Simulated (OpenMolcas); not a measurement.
An atom or ion with 14 electrons was computed by XMS-CASPT2, IPEA 0.25 Eh, imaginary shift 0.1 Eh with spin-orbit coupling (OpenMolcas, ANO-RCC-VTZP, DKH2). The lowest levels that the run gave, each within 12 % of the measured value where one is at hand:

| J | Parity | E (cm⁻¹) | g |
| --- | --- | --- | --- |
| 0 | even | 0.0 |  |
| 1 | even | 272 | 1.501 |
| 2 | even | 768 | 1.501 |
| 2 | even | 11260 | 1.001 |
| 0 | even | 28200 |  |

Problem. Which ion is it, and what are the configurations and terms?

Solution. S2+ (Z = 16, charge +2; active space 2 electrons in 3 orbitals (3p)). J, parity and g give the terms where levels are pure, and mixed ones are named by the computed weights; the size of the splittings, set against known spectra of the 14-electron sequence, gives the charge. In order, with the measured energies in cm⁻¹ (NIST levels in Podobedova, Kelleher and Wiese, J. Phys. Chem. Ref. Data 38, 171 (2009)): 3s² 3p² ³P₀, 3s² 3p² ³P₁ (299), 3s² 3p² ³P₂ (833), 3s² 3p² ¹D₂ (11323), 3s² 3p² ¹S₀ (27161).

CASPT2 breaks the degeneracy within a term, and the mean is taken; among the terms shown or strongly mixed into the levels shown the widest spread is 440 cm-1 (3s² 3p² ¹D). With the s shell closed, the reference lacks s² → p² mixing. Measured partners are found by configuration, term and J. A level has none where our copy of the source lacks it or the pairing is in doubt (some pairs that miss far off the trend of their configuration count as doubtful), and it then counts in no deviation. Levels of configurations outside the active space are missing.
